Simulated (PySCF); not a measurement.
C₂H₆BrNZn. Atoms are numbered in the order given.

```xyz
11

Zn     0.1989    -0.0004     0.0000
Br    -2.0492     0.0037     0.0000
N      2.0155    -0.1169     0.0000
C      2.7937     0.0278     1.2077
C      2.7937     0.0278    -1.2077
H      3.6114    -0.7228     1.2538
H      3.2774     1.0258     1.3019
H      2.1734    -0.1196     2.1072
H      3.2774     1.0258    -1.3019
H      3.6114    -0.7228    -1.2538
H      2.1734    -0.1196    -2.1072
```
Charge 0, spin multiplicity 1.

The structure is a stationary point at B3LYP-D3(BJ)/def2-SVP. The structure was generated by enumeration; whether it is a known compound was not checked. The values are those of a single conformer.

Level of theory: B3LYP/def2-TZVP (PySCF).

Symmetry labels are those of the subgroup Cs that the program uses (full group Cs).

Computed valence orbital energies around the gap with their symmetry:
```tsv
orbital	symmetry	energy (eV)
HOMO−7	A"	-12.09
HOMO−6	A"	-10.60
HOMO−5	A"	-10.20
HOMO−4	A'	-9.82
HOMO−3	A'	-8.82
HOMO−2	A'	-8.05
HOMO−1	A"	-8.05
HOMO	A'	-5.90
LUMO	A'	-1.33
LUMO+1	A"	-0.53
LUMO+2	A'	-0.16
LUMO+3	A'	0.92
```
